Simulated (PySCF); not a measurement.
AlCl, SMILES [Al][Cl] (connectivity only; charge and spin as stated), neutral, multiplicity 1.

Coordinates come from a PBE0-D3(BJ)/def2-TZVPD optimisation.

Two levels are set side by side: TDDFT-PBE/def2-TZVPD (PySCF) and EOM-CCSD/aug-cc-pVDZ (PySCF). Vertical, same geometry; the bases differ. Differences are taken from unrounded values.

```tsv
quantity	TDDFT-PBE
lowest singlet excitation (eV)	4.56
lowest triplet excitation (TDA for PBE) (eV)	2.81
```

These are the TDDFT-PBE values. What does EOM-CCSD give? (Estimate from the structure and the level; the computed values follow.)


```
quantity                                      EOM-CCSD  TDDFT-PBE minus EOM-CCSD
--------------------------------------------  --------  ------------------------
lowest singlet excitation (eV)                    4.81                     -0.25
lowest triplet excitation (TDA for PBE) (eV)      2.95                     -0.14
```

Functionals without exact exchange tend to place singlet excitations lower, as here. Differences between two approximate levels are no errors against the true value.

Rough cost on one machine, each run with all the roots and properties that it gave: EOM-CCSD against TDDFT-PBE within a factor of 2.
